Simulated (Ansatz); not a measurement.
# Energy profile

The step: Si₂H₆ ([SiH3][SiH3]) + NH₃ → Si₂NH₇ ([NH2][SiH2][SiH3]) + H₂; bonds formed: Si1–N7, H2–H6; bonds broken: Si1–H2, H6–N7 (atoms numbered as in the saddle structure below).

```
12
angstrom
Si -0.6896 -0.1763 -0.4516
H 1.2081 -0.1528 -0.9462
H -0.9022 -0.8604 -1.7486
H -2.0930 0.1878 -0.0103
Si 0.3922 -1.2999 1.2593
H 0.8725 1.0018 -0.9241
N -0.1205 1.5923 -0.7062
H 1.2855 -0.3024 1.9150
H -0.4940 -1.8642 2.3225
H 1.2110 -2.3959 0.6840
H -0.1448 2.1969 0.1087
H -0.5254 2.0730 -1.5026
```

Electronic energies by CCSD(T) at an estimated basis limit (MP2 extrapolated from triple and quadruple zeta, plus CCSD(T) − MP2 in triple zeta), on PBE0-D4/def2-TZVP structures; Si$_{2}$NH$_{9}$, closed shell; no counterpoise correction. Computed with Ansatz 0.2.0 (basis: def2-TZVPP and def2-QZVPP); correlated methods freeze the cores. Extrapolation: Hartree–Fock as exp(−7.88 √X), correlation as X^−2.97.

(1) Give the profile in kJ/mol, counted from the separated reactants. (To be estimated.)

No T1 diagnostic of these runs exceeds 0.013.

Answers

(1) The calculation gives:
```
                                                                                                                                      point  kJ/mol
     separated: Si$_{2}$H$_{6}$ (linked as [SiH3][SiH3]; Si1, H2, H3, H4, Si5, H8, H9, H10; singlet) + NH$_{3}$ (H6, N7, H11, H12; singlet)     0.0
                                                                                                                            start structure    -6.4
                                                                                                                                     saddle   178.3
                                                                                                                              end structure   -18.3
separated: Si$_{2}$NH$_{7}$ (linked as [NH2][SiH2][SiH3]; Si1, H3, H4, Si5, N7, H8, H9, H10, H11, H12; singlet) + H$_{2}$ (H2, H6; singlet)   -15.8
```

For scale, one of the runs: CCSD(T)/def2-TZVPP, 241 basis functions (an equivalent command: `ansatz run in.yaml --threads 4`). Time: 110 s of wall clock on 4 CPU threads; the host was shared. Peak host memory: 4.3 GiB.
